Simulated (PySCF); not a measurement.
Compound: C6H5FS2.
Structure used (GFN2-xTB), in Å, numbered top down from 1:
```
atom  x, y, z in Å
C1    -2.2865    0.8391   -0.2695
C2    -1.3282    0.1504    0.6415
S3    -1.7864   -0.3364    2.1408
C4     0.0027   -0.0794    0.1844
C5     1.0348   -0.6933    0.8609
C6     2.2286   -0.7649    0.1326
C7     2.0902   -0.1996   -1.1002
F8     3.0344   -0.1060   -2.0303
S9     0.5193    0.4306   -1.4100
H10   -1.9096    1.8274   -0.5346
H11   -2.4018    0.2714   -1.1933
H12   -3.2550    0.9415    0.2122
H13    0.9139   -1.0764    1.8576
H14    3.1427   -1.2048    0.4857
```

Probes without a nucleus sit at each ring's centroid and 1 Å off its mean plane on both sides; NICS is minus the shielding there, NICSzz its component along the normal. Level: GIAO PBE0/pcSseg-1 (PySCF, non-relativistic, gas phase) on the GFN2-xTB geometry, one conformer.

Ring bond lengths (Å), with Mayer bond orders in brackets: C4–C5 1.378 (1.47), C5–C6 1.400 (1.30), C6–C7 1.363 (1.50), C7–S9 1.721 (1.17), S9–C4 1.752 (1.08).

Task: What do the NICS probes read (ppm)?

Result: 
```csv
ring,type,NICS(0),"NICS(1), two faces","NICS(1)zz, two faces",rms pucker (Å),"centre to ring atoms, mean (Å)"
C4–C5–C6–C7–S9,5-membered ring with S; formal bonds all aromatic,-11.2,-9.6 / -9.6,-19.6 / -19.6,0.00,1.29
```

Task: What do they say, and how far can they be read as aromaticity?

Result: 
- C4–C5–C6–C7–S9: mean NICS(1)zz -19.6 ppm, shielded.

Task: What does the geometric index give? HOMA takes Krygowski's 1993 parameters.

Result: 
- C4–C5–C6–C7–S9: HOMA 0.81; the largest term is that of S9–C4, α(R − Ropt)² = 0.53.

Task: What is the mean of the two in-plane components of NICS at the first NICS(1) probe listed for ring C4–C5–C6–C7–S9, 1 Å off the ring?

Result: The isotropic value is a third of the trace: (3 × -9.6 − (-19.6))/2 = -4.6 ppm.

Task: List the ring angles and the Hirshfeld charges of the ring atoms.

Result: 
- C4–C5–C6–C7–S9: C4 110.8° (-0.045 e), C5 113.9° (-0.042 e), C6 111.3° (-0.083 e), C7 114.0° (+0.074 e), S9 89.9° (+0.124 e); sum 540.0° against 540° for a flat convex ring.
